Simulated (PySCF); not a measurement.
Species: [Ga(OH)6]3- (charge -3).
Structure used (PBE0-D3(BJ)/def2-SVP), in Å, numbered top down from 1:
```
atom  x, y, z in Å
Ga1    0.0040   -0.0011    0.0005
O2     0.1332   -0.0923    2.0689
H3     0.0737   -1.0465    1.8810
O4    -0.1276    0.0804   -2.0656
H5    -0.0702    1.0361   -1.8855
O6     2.0664   -0.1274    0.1536
H7     1.8542   -0.0436    1.1007
O8    -2.0606    0.1236   -0.1465
H9    -1.8521    0.0330   -1.0937
O10   -0.1460    2.0565   -0.1905
H11   -1.0946    1.8472   -0.1183
O12    0.1508   -2.0640    0.1925
H13    1.0995   -1.8537    0.1251
```

Computed with PySCF 2.14.0, PBE0-D3(BJ)/def2-SVP geometry optimisation, gas phase.

Question: Which atoms are bound to Ga1, and at what distances?

Answer: 6 atoms: O10 2.072 Å, O4 2.072 Å, O6 2.072 Å, O8 2.074 Å, O2 2.074 Å, O12 2.077 Å. The nearest atom not counted as bound is H3, at 2.15 Å (others tie with it).

Question: List the angles at Ga1.

Answer: 
```csv
angle,degrees,distance of the outer atoms (Å)
O10–Ga1–O12,179.9,4.15
O6–Ga1–O8,179.8,4.15
O2–Ga1–O4,179.7,4.15
O2–Ga1–O10,98.1,3.13
O6–Ga1–O10,98.0,3.13
O4–Ga1–O6,98.0,3.13
O8–Ga1–O12,97.9,3.13
O4–Ga1–O12,97.8,3.13
O2–Ga1–O8,97.8,3.13
O4–Ga1–O10,82.2,2.72
O4–Ga1–O8,82.2,2.72
O6–Ga1–O12,82.1,2.72
O8–Ga1–O10,82.1,2.72
O2–Ga1–O6,82.0,2.72
O2–Ga1–O12,81.9,2.72
```

Question: What is the shape at Ga1?

Answer: Distorted octahedral: the three widest angles are 179.9°, 179.8° and 179.7°, the others run from 81.9° to 98.1°. Differences among atoms that S6 makes equivalent are scatter left by the optimiser.

Question: What are the other bond lengths?

Answer: O2–H3 and 5 like bonds 0.974 Å.

Question: What are the rotational constants (commonest isotopes, rigid rotor)?

Answer: A = 2047, B = 1593, C = 1593 MHz: a prolate symmetric top.

Point group: S6 (every atom within 0.08 Å of its image). Charge -3, singlet. Whether so highly charged an anion holds all its electrons in the gas phase wasn't checked; a finite basis holds them in any case. The ion is multiply charged and computed without counter-ions or solvent. The geometry's basis has no diffuse functions, a weakness for an anion. No PBE0-D3(BJ)/def2-SVP frequencies stand behind this structure, so it isn't proved a minimum.
